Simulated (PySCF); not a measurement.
Exact mass, isotope pattern and composition

Species: `[I][Cs]`.

Calculated for natural abundance.

**Question.** Find the molar and monoisotopic masses of CsI.

**Answer.** For CsI, with standard atomic weights, 1 × 126.904 + 1 × 132.905 = 259.809 g/mol. From the most abundant isotopes (127I, 133Cs), 1 × 126.904473 + 1 × 132.905452 = 259.8099 u.

**Question.** What cluster does the molecular ion M+• show when like nominal masses merge?

**Answer.** 
```json
{"nominal mass": "260", "m/z (centroid)": "259.8094", "relative intensity": "100.0"}
```

Lines under 0.1 % of the tallest are left out. One electron mass, 0.00055 u, is taken off.

**Question.** Which m/z would the protonated and sodiated molecule have?

**Answer.** [M+H]+ 260.8172, [M+Na]+ 282.7991, for the monoisotopic species (arithmetic only; whether such ions form is another matter).

**Question.** Count the protons, neutrons and electrons of the monoisotopic species, and give its exact less its nominal mass.

**Answer.** 108 protons, 152 neutrons and 108 electrons; 259.8099 − 260 = -0.1901 u.

**Question.** What share of all molecules is the monoisotopic species?

**Answer.** 1 × 1 = 100.00 %.

**Question.** Give the mass fraction of each element.

**Answer.** I 48.85 %, Cs 51.15 %.
